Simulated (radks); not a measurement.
Results of a calculation; reference values are marked as such.
Spherical jellium clusters: N electrons in a uniform positive sphere of charge N and radius rs N^(1/3), rs = 2.38 bohr. Level of theory: non-relativistic Kohn-Sham, PBEsol, spin-polarised, spherical densities (a radial shooting solver with Libxc functionals). Levels are named by radial order and angular momentum (1s, 1p, 1d, 2s, ...), and open shells are averaged over m.

N = 3, configuration 1s2 1p(up 1, down 0). This is the lowest configuration that the search found. Occupied and some empty levels:

level,occupation,eigenvalue (eV),<r> (bohr)
1s up,1,-6.5136,2.861
1s down,1,-6.0272,2.773
1p up,1,-2.3985,4.329
1p down,0,-1.7050,4.386

Energy (eV): total -1.65222, kinetic 10.765, external -75.014, Hartree 33.677, exchange-correlation -13.889, background 42.808.
